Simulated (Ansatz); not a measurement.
Start from `[F][Ge]([F])([SiH3])[Cl]` and change one atom or group to get `[CH3][Ge]([F])([SiH3])[Cl]`.

Ansatz, PBE0-D4/def2-TZVP geometries, multiplicity 1. 

Scalar relativity is left out up to krypton.

```
                               property  `[F][Ge]([F])([SiH3])[Cl]`
   HOMO–LUMO gap (PBE0/def2-TZVPP) / eV                        8.20
    HOMO energy (B3LYP/def2-TZVPP) / eV                       -8.97
HOMO–LUMO gap (ωB97M-V/def2-TZVPP) / eV                       12.14
  LUMO energy (ωB97M-V/def2-TZVPP) / eV                        0.86
     LUMO energy (PBE0/def2-TZVPP) / eV                       -1.01
  HOMO energy (ωB97M-V/def2-TZVPP) / eV                      -11.28
```

Task: What does the change do to each property? (Best estimate.)

Result: Ansatz gave: 
```tsv
property	`[CH3][Ge]([F])([SiH3])[Cl]`	shift
HOMO–LUMO gap (PBE0/def2-TZVPP) / eV	7.84	-0.36
HOMO energy (B3LYP/def2-TZVPP) / eV	-8.00	0.97
HOMO–LUMO gap (ωB97M-V/def2-TZVPP) / eV	11.73	-0.41
LUMO energy (ωB97M-V/def2-TZVPP) / eV	1.45	0.59
LUMO energy (PBE0/def2-TZVPP) / eV	-0.38	0.63
HOMO energy (ωB97M-V/def2-TZVPP) / eV	-10.28	1.00
```

With PBE0 the HOMO rises by 0.99 eV and the LUMO rises by 0.63 eV, so the gap narrows by about 0.36 eV. PBE moves the HOMO by 0.91 eV and ωB97M-V by 1.00 eV. The zero-point energy changes by 89.6 kJ/mol with +9 modes.

B3LYP here is the variant with VWN-RPA as its local correlation; programs differ in this.
